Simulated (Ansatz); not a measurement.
C2H9ClGeSi: where a starting geometry ends

The starting geometry of this gas-phase singlet was optimised with GFN2-xTB; its bonds are those of `CC[SiH2][GeH2][Cl]`.

```csv
atom,x (Å),y (Å),z (Å)
C,-1.3726,-0.6450,1.1302
C,-0.5751,0.3251,0.2648
Cl,-3.7170,3.1091,0.5659
Ge,-2.2210,2.8317,2.0468
Si,-0.2034,1.9568,1.1728
H,-1.5824,-1.5667,0.5904
H,-2.3256,-0.2010,1.4213
H,-0.8229,-0.8991,2.0345
H,0.3553,-0.1496,-0.0503
H,-1.1412,0.5372,-0.6451
H,0.4136,2.9204,0.2551
H,0.7141,1.7150,2.2910
H,-2.9366,2.0120,3.1214
H,-2.1300,4.1968,2.7236
```

Q: Predict what it relaxes into with B3LYP/def2-SVP.

A: It keeps its bonds, and is `CC[SiH2][GeH2][Cl]`.

The energy falls by 0.20 eV over 29 steps:

```tsv
step	E − E(last) (eV)
1	0.195
4	0.013
7	0.004
10	0.001
13	0.001
17	0.000
20	0.000
23	0.000
26	0.000
29	0.000
```

Final geometry (Å):

```xyz
14

C    -1.3635   -0.7359    1.0512
C    -0.6395    0.3761    0.2798
Cl   -3.7175    2.7005    0.5230
Ge   -2.2155    2.9586    2.1210
Si   -0.2092    1.9231    1.2869
H    -1.5369   -1.6164    0.4113
H    -2.3493   -0.3991    1.4111
H    -0.7850   -1.0749    1.9265
H     0.3057   -0.0001   -0.1514
H    -1.2547    0.7121   -0.5727
H     0.4969    2.9269    0.4358
H     0.6656    1.5973    2.4560
H    -2.8268    2.2946    3.3753
H    -2.1149    4.4800    2.3688
```

The end wasn't checked by frequencies. Run with Ansatz 0.2.0, 27 s on 4 threads of AMD EPYC 9R45 96-Core Processor (Zen 5) (shared host).
